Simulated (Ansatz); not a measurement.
Reaction (redistribution): `B[SiH2][GeH3]` + `CC#CS[SiH3]` → `CC#C[S][GeH3]` + `B[SiH2][SiH3]`

Gas-phase electronic energies from Ansatz, PBE0-D4/def2-TZVP geometries. CCSD(T)/CBS is the MP2 limit (def2-TZVPP, def2-QZVPP) plus CCSD(T) − MP2 in def2-TZVPP, frozen cores. Functionals use def2-TZVPP. B3LYP here is the variant with VWN-RPA as its local correlation; programs differ in this. For Ge outer-core shells are correlated without core-valence functions, which leaves a few kJ/mol of doubt a bond. Scalar relativity is left out up to krypton.

```
             level  ΔE (kJ/mol)  difference from CCSD(T)/CBS
            PBE-D4         21.1                         -5.5
         r2SCAN-D4         23.7                         -2.9
           PBE0-D4         22.2                         -4.4
          B3LYP-D4         23.2                         -3.4
           ωB97X-V         22.7                         -3.9
           ωB97M-V         26.7                          0.1
            B2PLYP         24.4                         -2.2
               PBE         21.0                         -5.6
            r2SCAN         23.7                         -2.9
              PBE0         22.2                         -4.4
             B3LYP         23.1                         -3.5
     HF/def2-TZVPP         21.9                         -4.7
    MP2/def2-TZVPP         27.0                          0.4
SCS-MP2/def2-TZVPP         25.4                         -1.2
   CCSD/def2-TZVPP         24.0                         -2.6
CCSD(T)/def2-TZVPP         23.7                         -2.9
     HF/def2-QZVPP         22.2                         -4.4
    MP2/def2-QZVPP         28.8                          2.2
SCS-MP2/def2-QZVPP         26.7                          0.1
      HF/CBS(def2)         22.2                         -4.4
     MP2/CBS(def2)         29.9                          3.3
    CCSD/CBS(def2)         26.9                          0.3
       CCSD(T)/CBS         26.6                            0
```

Largest T1 diagnostic among the species: 0.014.
